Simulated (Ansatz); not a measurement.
```yaml
crystal:
  periodic: [false, false, false]
  atoms:
    - {symbol: N, position_ang: [-1.366514, 1.324519, -0.617099]}
    - {symbol: Si, position_ang: [0.209595, 0.771450, -0.240647]}
    - {symbol: C, position_ang: [0.342793, -0.476429, 1.167189]}
    - {symbol: Si, position_ang: [0.708318, -1.405251, -0.457085]}
    - {symbol: H, position_ang: [-1.688460, 1.324882, -1.569963]}
    - {symbol: H, position_ang: [-1.812567, 2.045560, -0.073053]}
    - {symbol: H, position_ang: [1.300938, 1.781736, -0.227870]}
    - {symbol: H, position_ang: [-0.584666, -0.756389, 1.663551]}
    - {symbol: H, position_ang: [1.159849, -0.365445, 1.877029]}
    - {symbol: H, position_ang: [2.098076, -1.889779, -0.639134]}
    - {symbol: H, position_ang: [-0.302061, -2.411754, -0.862117]}
basis:
  gaussian: {orbitals: STO-3G}
hamiltonian: {xc: {name: PBE1PBE}}
```

```sh
$ ansatz run in.yaml --threads 2 --pin off --events-out ev --progress --plain --max-ram 4352MiB
```

Output, abridged:

```
Error: YAML parse error: error: line 17 column 19: hamiltonian.xc: no functional is named "PBE1PBE"; the names, which are not case-sensitive, are SVWN5, SPW92, PBE, PBE0, PBEsol, revPBE, revPBE0, RPBE, rPW86-PBE, HSE06, wPBEh, LC-wPBE, HISS, HF, BLYP, B3LYP, B3LYP5, BHLYP, CAM-B3LYP, r2SCAN, r2SCANh, r2SCAN0, r2SCAN50, m-r2SCAN, B97, wB97, wB97X, wB97X-V, B97M-V, wB97M-V, B2PLYP, B2GP-PLYP, PBE0-DH, PBE-QIDH
15 | basis:
16 |   gaussian: {orbitals: STO-3G}
17 | hamiltonian: {xc: {name: PBE1PBE}}
```

Q: What is wrong with this run?

A: The method's name isn't one that the program takes here. The program refused the input.

HSE06 is defined as in plane-wave codes.
